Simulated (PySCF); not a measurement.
GeH₂OS, SMILES [OH][Ge][SH] (connectivity only; charge and spin as stated), neutral, multiplicity 1. Coordinates come from a B3LYP-D3(BJ)/def2-TZVP optimisation. Other conformers were not sampled.

Calculation: B3LYP-D3(BJ)/def2-TZVP in PySCF 2.14.0.

Harmonic wavenumbers (cm⁻¹): 194, 284, 357, 442, 665, 673, 830, 2673, 3803. Rotational constants (GHz): 11.74, 3.618, 2.765; symmetry number 1.

Problem. Work out the zero-point energy and the ideal-gas rigid-rotor harmonic-oscillator thermochemistry at 298.15 K and 1 atm.

Solution. ZPE = ½ Σ hcν = ½ × 9921 cm⁻¹ = 59.34 kJ/mol. H − E(el) = 74.40 kJ/mol. Entropy in J/(mol K): translation 168.73, rotation 106.35, vibration 27.33, total 302.41. G − E(el) = -15.77 kJ/mol. Cp = 70.39 J/(mol K).
